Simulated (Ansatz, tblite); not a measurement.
Forces on Ga4As5⁻ at its PBE-D4/def2-SVP geometry. Total charge -1; singlet.

The xTB rows come from tblite. The structure comes from a short search, and lower isomers may exist.

GFN1-xTB (tblite), largest force 0.61 eV/Å:

```xyz
9
positions Å, forces eV/Å
Ga   -2.167   -0.644    1.948   -0.282   -0.543    0.030
Ga    1.915    1.360   -1.581    0.187   -0.177   -0.270
Ga    0.049    0.824    0.779   -0.199    0.217    0.250
Ga    0.272   -0.927   -1.853    0.035   -0.075    0.426
As    1.655    2.596    0.327   -0.140    0.054    0.222
As    0.057   -1.817    0.397   -0.364    0.097   -0.447
As   -2.063   -2.788    1.031    0.351    0.292    0.118
As   -1.629    1.578    2.323    0.267    0.176   -0.063
As    1.913   -0.183   -3.370    0.145   -0.040   -0.265
```

GFN2-xTB (tblite), largest force 0.49 eV/Å:

```
Ga -0.354 0.190 0.280
Ga 0.108 0.068 0.067
Ga -0.165 0.114 0.134
Ga -0.159 -0.148 0.006
As 0.055 0.006 0.036
As 0.051 -0.277 -0.008
As 0.294 -0.077 -0.179
As 0.058 0.109 -0.025
As 0.112 0.015 -0.311
```

PBE-D4/def2-SVP (Ansatz), largest force 0.01 eV/Å:

```
Ga 0.003 0.003 0.004
Ga 0.001 -0.004 -0.005
Ga -0.002 0.002 0.004
Ga -0.004 0.001 -0.003
As -0.005 -0.008 -0.001
As -0.004 -0.002 -0.001
As 0.006 0.003 -0.001
As 0.002 -0.001 -0.006
As 0.002 0.006 0.010
```
